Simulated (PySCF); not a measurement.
Computed shifts of a molecule C5H7FO, KT2/pcSseg-1 (PySCF), GIAO, gas phase, equivalent atoms averaged, in ppm (number of nuclei): ¹³C: 156.2 (1), 120.7 (1), 80.5 (1), 46.3 (1), 26.1 (1). ¹⁹F: -134.1 (1). ¹H: 4.81 (1), 4.23 (1), 3.55 (1), 3.34 (1), 1.83 (3). References: ¹³C against TMS (σ = 185.1 ppm); ¹⁹F against CFCl3 (σ = 127.1 ppm); ¹⁷O against H2O (σ = 330.4 ppm); ¹H against TMS (σ = 31.47 ppm), references at their B3LYP-D3(BJ)/def2-TZVP geometries, non-relativistic. The structure is a stationary point at B3LYP-D3(BJ)/def2-SVP. One conformer was computed; it need not be the lowest.

**Question.** Which molecule gave these data?
A. F[C@@H]1CC=COC1
B. C=C1C[C@@](C)(F)O1
C. C=C[C@@H]1OC[C@H]1F
D. C[C@H]1C[C@@]1(F)C=O

**Answer.** B, C=C1C[C@@](C)(F)O1
